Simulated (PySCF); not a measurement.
# Run record: C28H14

The script drives PySCF SCF with an in-house response code with single-precision fitted integrals, so total energies wander by about 1e-6 Eh between cycles (the fitting error itself is about 1e-3 Eh and cancels in differences); atoms count from 0. Pop asks for populations, which are stored and not printed.

Job and coordinates (Å):

```
{"job": {"kind": "nmr", "basis": "pcSseg-1", "pop": false, "xc": "LDA"}, "charge": 0, "multiplicity": 1}
C     -4.656605     1.244908    -0.527458
C     -4.761610    -0.133071    -0.482805
C     -3.621640    -0.916720    -0.333589
C     -3.711143    -2.342225    -0.285260
C     -2.611119    -3.107436    -0.141778
C     -1.314020    -2.519375    -0.032115
C     -0.184885    -3.296453     0.114775
C      1.090815    -2.724044     0.222393
C      2.233094    -3.532408     0.371944
C      3.471951    -2.960353     0.474659
C      3.616067    -1.575163     0.433080
C      2.524429    -0.732061     0.287714
C      2.652935     0.715595     0.242452
C      3.883217     1.352425     0.341540
C      3.996901     2.736787     0.297464
C      2.878680     3.518552     0.152670
C      1.613426     2.923368     0.048043
C      0.446420     3.708691    -0.102504
C     -0.778996     3.133522    -0.204807
C     -0.945689     1.727792    -0.164712
C     -2.246569     1.117336    -0.273666
C     -3.424608     1.858691    -0.424861
C     -2.349888    -0.295664    -0.227530
C     -1.190410    -1.098360    -0.076152
C      0.078436    -0.501599     0.029591
C      1.231274    -1.308756     0.179419
C      0.196999     0.922631    -0.015881
C      1.487568     1.512346     0.091666
H     -5.545576     1.848528    -0.642875
H     -5.727540    -0.611736    -0.562720
H     -4.691943    -2.788594    -0.368030
H     -2.681530    -4.185015    -0.105411
H     -0.276749    -4.373219     0.148703
H      2.110932    -4.605652     0.403326
H      4.350061    -3.579046     0.589060
H      4.612467    -1.172357     0.517223
H      4.786905     0.775780     0.455712
H      4.974003     3.190736     0.377845
H      2.957615     4.595713     0.117496
H      0.550705     4.783902    -0.135299
H     -1.639103     3.772573    -0.317925
H     -3.389448     2.935351    -0.464777
```

Command:

```bash
OMP_NUM_THREADS=2 python large_run.py task.json out
```

Q: What does the program print?

A: 
```
start: PBE on a coarse grid of 36583 points
cycle   1  E = -1073.6243657755  dE =  5.230e+00  |g| = 8.175e-01  |ddm| = 1.121e+01
cycle   2  E = -1073.5491999942  dE =  7.517e-02  |g| = 9.846e-01  |ddm| = 5.003e+00
cycle   3  E = -1073.8039926090  dE = -2.548e-01  |g| = 2.395e-01  |ddm| = 3.112e+00
cycle   4  E = -1073.8150319035  dE = -1.104e-02  |g| = 1.267e-01  |ddm| = 4.717e-01
cycle   5  E = -1073.8199848515  dE = -4.953e-03  |g| = 2.405e-02  |ddm| = 3.435e-01
cycle   6  E = -1073.8201010329  dE = -1.162e-04  |g| = 1.120e-02  |ddm| = 4.055e-02
cycle   7  E = -1073.8201195611  dE = -1.853e-05  |g| = 7.097e-03  |ddm| = 2.344e-02
final grid: 341702 points
cycle   8  E = -1065.6744379889  dE = -1.830e-02  |g| = 4.152e-02  |ddm| = 1.410e+00
cycle   9  E = -1065.6719275739  dE =  2.510e-03  |g| = 9.377e-02  |ddm| = 2.600e-01
cycle  10  E = -1065.6746482712  dE = -2.721e-03  |g| = 3.127e-02  |ddm| = 1.776e-01
cycle  11  E = -1065.6749771396  dE = -3.289e-04  |g| = 8.217e-03  |ddm| = 6.273e-02
cycle  12  E = -1065.6749960660  dE = -1.893e-05  |g| = 2.309e-03  |ddm| = 1.590e-02
cycle  13  E = -1065.6750000218  dE = -3.956e-06  |g| = 1.032e-03  |ddm| = 6.164e-03
cycle  14  E = -1065.6750000450  dE = -2.326e-08  |g| = 2.492e-04  |ddm| = 1.937e-03
cycle  15  E = -1065.6749983948  dE =  1.650e-06  |g| = 1.370e-04  |ddm| = 1.482e-03
cycle  16  E = -1065.6749995776  dE = -1.183e-06  |g| = 4.448e-05  |ddm| = 6.866e-04
converged SCF energy = -1065.6749995776

GIAO shielding tensors (ppm)
atom      isotropic    diamagn.    paramagn.     s11        s22        s33       span
  0 C       48.433     254.961    -206.528    -61.595     32.079    174.815    236.410
  1 C       48.520     248.703    -200.183    -46.569     34.674    157.456    204.025
  2 C       43.653     251.878    -208.224    -39.665    -11.233    181.858    221.523
  3 C       43.901     253.953    -210.052    -53.075     39.834    144.944    198.019
  4 C       44.526     248.828    -204.302    -52.101     40.356    145.323    197.423
  5 C       44.927     257.193    -212.266    -38.565     -5.747    179.094    217.659
  6 C       47.431     254.146    -206.715    -31.576     38.879    134.992    166.568
  7 C       44.565     257.238    -212.673    -30.296    -22.919    186.910    217.206
  8 C       46.073     247.028    -200.955    -50.418     35.185    153.453    203.871
  9 C       48.240     257.500    -209.260    -61.559     32.504    173.776    235.335
 10 C       56.040     241.629    -185.589    -42.080     36.607    173.593    215.672
 11 C       45.375     252.755    -207.380    -41.099      6.144    171.080    212.179
 12 C       44.727     252.475    -207.748    -40.726      5.143    169.763    210.489
 13 C       54.572     238.431    -183.859    -44.848     36.041    172.523    217.372
 14 C       47.693     257.355    -209.661    -61.762     31.971    172.871    234.633
 15 C       46.558     246.294    -199.736    -49.331     34.640    154.365    203.696
 16 C       43.096     256.945    -213.848    -33.492    -20.962    183.743    217.235
 17 C       44.844     254.747    -209.903    -51.931     37.979    148.484    200.416
 18 C       52.311     250.892    -198.580    -50.254     38.350    168.839    219.093
 19 C       50.256     253.958    -203.702    -23.953     -1.693    176.414    200.367
 20 C       49.367     252.328    -202.960    -32.825     -2.635    183.561    216.386
 21 C       54.753     240.746    -185.993    -45.646     35.318    174.586    220.232
 22 C       55.337     250.503    -195.167    -17.177    -13.400    196.586    213.763
 23 C       56.770     248.965    -192.195    -16.012     -5.408    191.729    207.740
 24 C       55.360     250.708    -195.348    -17.686     -3.849    187.614    205.301
 25 C       54.285     250.404    -196.119    -15.169    -11.586    189.610    204.779
 26 C       53.664     252.008    -198.344    -20.434     -3.223    184.650    205.084
 27 C       51.114     248.870    -197.756    -18.842    -13.477    185.662    204.504
 28 H       22.443      25.526      -3.084     16.312     24.486     26.530     10.219
 29 H       22.557      29.467      -6.910     16.230     23.991     27.449     11.219
 30 H       22.763      29.190      -6.428     16.705     24.143     27.439     10.734
 31 H       22.746      29.764      -7.018     16.507     24.005     27.727     11.220
 32 H       22.265      34.440     -12.176     14.532     23.749     28.513     13.981
 33 H       22.436      30.448      -8.012     15.923     23.675     27.710     11.787
 34 H       22.574      26.028      -3.453     16.661     24.586     26.476      9.815
 35 H       21.568      35.768     -14.199     12.821     23.410     28.474     15.653
 36 H       21.617      35.625     -14.008     13.094     23.218     28.540     15.446
 37 H       22.740      25.398      -2.657     17.234     24.544     26.443      9.209
 38 H       22.759      29.892      -7.133     16.981     23.848     27.449     10.469
 39 H       22.607      31.006      -8.399     16.230     24.036     27.556     11.325
 40 H       21.626      35.814     -14.189     12.866     23.275     28.736     15.869
 41 H       21.479      35.665     -14.186     12.460     23.180     28.797     16.337
```

Q: Roughly how long does this take on 2 threads of Arm Neoverse V2 (shared host), and how large is the basis?

A: About 35 s of wall time, peak memory 1.2 GiB; 546 basis functions and 1526 fitting functions.
